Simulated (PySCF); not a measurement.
Se(F)(Et) (C2H5FSe), SMILES CC[Se]F.

Geometry: PBE-D3(BJ)/def2-SVP. This is a generated structure with no PubChem entry under its InChIKey; it may be hypothetical. One conformer was computed; it need not be the lowest.

Method: PBE-D3(BJ)/def2-SVP in PySCF 2.14.0.

Frequencies are harmonic and unscaled.

```json
[
 {"mode": "1", "ν (cm⁻¹)": "87", "IR (km/mol)": "0.5", "moving atoms (share of kinetic energy)": "F 33 %, H 32 %, C 30 %"},
 {"mode": "2", "ν (cm⁻¹)": "174", "IR (km/mol)": "3.1", "moving atoms (share of kinetic energy)": "F 39 %, H 39 %, C 16 %"},
 {"mode": "3", "ν (cm⁻¹)": "261", "IR (km/mol)": "0.3", "moving atoms (share of kinetic energy)": "H 77 %, C 16 %"},
 {"mode": "4", "ν (cm⁻¹)": "304", "IR (km/mol)": "0.3", "moving atoms (share of kinetic energy)": "C 47 %, H 24 %, Se 22 %"},
 {"mode": "5", "ν (cm⁻¹)": "549", "IR (km/mol)": "1.6", "moving atoms (share of kinetic energy)": "C 66 %, H 21 %, Se 13 %"},
 {"mode": "6", "ν (cm⁻¹)": "624", "IR (km/mol)": "37.4", "moving atoms (share of kinetic energy)": "F 81 %, Se 18 %"},
 {"mode": "7", "ν (cm⁻¹)": "714", "IR (km/mol)": "7.1", "moving atoms (share of kinetic energy)": "H 82 %, C 17 %"},
 {"mode": "8", "ν (cm⁻¹)": "934", "IR (km/mol)": "9.7", "moving atoms (share of kinetic energy)": "H 76 %, C 24 %"},
 {"mode": "9", "ν (cm⁻¹)": "976", "IR (km/mol)": "0.5", "moving atoms (share of kinetic energy)": "H 79 %, C 20 %"},
 {"mode": "10", "ν (cm⁻¹)": "1043", "IR (km/mol)": "1.6", "moving atoms (share of kinetic energy)": "C 68 %, H 31 %"},
 {"mode": "11", "ν (cm⁻¹)": "1191", "IR (km/mol)": "6.2", "moving atoms (share of kinetic energy)": "H 74 %, C 26 %"},
 {"mode": "12", "ν (cm⁻¹)": "1217", "IR (km/mol)": "14.7", "moving atoms (share of kinetic energy)": "H 78 %, C 22 %"},
 {"mode": "13", "ν (cm⁻¹)": "1334", "IR (km/mol)": "5.4", "moving atoms (share of kinetic energy)": "H 80 %, C 20 %"},
 {"mode": "14", "ν (cm⁻¹)": "1375", "IR (km/mol)": "4.4", "moving atoms (share of kinetic energy)": "H 89 %, C 11 %"},
 {"mode": "15", "ν (cm⁻¹)": "1406", "IR (km/mol)": "10.2", "moving atoms (share of kinetic energy)": "H 97 %"},
 {"mode": "16", "ν (cm⁻¹)": "1428", "IR (km/mol)": "4.0", "moving atoms (share of kinetic energy)": "H 96 %"},
 {"mode": "17", "ν (cm⁻¹)": "2973", "IR (km/mol)": "22.5", "moving atoms (share of kinetic energy)": "H 97 %"},
 {"mode": "18", "ν (cm⁻¹)": "2976", "IR (km/mol)": "6.3", "moving atoms (share of kinetic energy)": "H 95 %"},
 {"mode": "19", "ν (cm⁻¹)": "3043", "IR (km/mol)": "2.0", "moving atoms (share of kinetic energy)": "H 91 %, C 9 %"},
 {"mode": "20", "ν (cm⁻¹)": "3064", "IR (km/mol)": "9.9", "moving atoms (share of kinetic energy)": "H 91 %, C 9 %"},
 {"mode": "21", "ν (cm⁻¹)": "3084", "IR (km/mol)": "7.8", "moving atoms (share of kinetic energy)": "H 90 %, C 10 %"}
]
```
